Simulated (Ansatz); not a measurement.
Cl4Ga (SMILES [Cl][Ga-]([Cl])([Cl])[Cl]), charge -1, singlet, at a GFN2-xTB geometry (such geometries of metal compounds can be far from the true shape) (a gas-phase anion, which may not be bound at this level). Base run: HF/3-21G run with Ansatz (an electronic-structure program).

Ansatz was given this input:
Ansatz 0.2 input:
```yaml
crystal:
  periodic: [false, false, false]
  atoms:
    - {symbol: Ga, position_ang: [0.00000000, 0.00000000, -0.00000000]}
    - {symbol: Cl, position_ang: [1.71278737, -0.59908363, -1.19330116]}
    - {symbol: Cl, position_ang: [0.65537446, 0.49189976, 2.01122558]}
    - {symbol: Cl, position_ang: [-0.93767909, 1.73912871, -0.90149802]}
    - {symbol: Cl, position_ang: [-1.43048275, -1.63194484, 0.08357359]}
basis:
  gaussian:
    orbitals: 3-21G.json
hamiltonian:
  xc: hf
total_charge: -1
```
The basis file holds 3-21G in the JSON format of the Basis Set Exchange.

The base run was repeated with changes; each row names its change, and settings that it needs were set with it.

| change | ΔE vs base (mEh) |
|---|---|
| base | 0.000 |
| lower_state_search = off | 0.000 |
| fitting.mean_field = cc-pVTZ-JKFIT | 0.053 |
| accuracy = high | -0.050 |
| lower_state_search = full | 0.000 |
| point_charge = charge:1.0 position_ang:-4.2643, -2.8421, -0.697 | -114.7 |
| nuclear_model = gaussian | 7.013 |
| fitting.mean_field = def2-universal-JKFIT | 1.049 |
| point_charge = charge:-1.0 position_ang:2.4813, -1.4191, 4.31 | 100.7 |
| forces = on | 0.000 |
| point_charge = charge:0.5 position_ang:2.7618, -1.0545, 4.2435 | -53.606 |

A gas-phase anion may not be bound at this level; its values then depend on the basis.
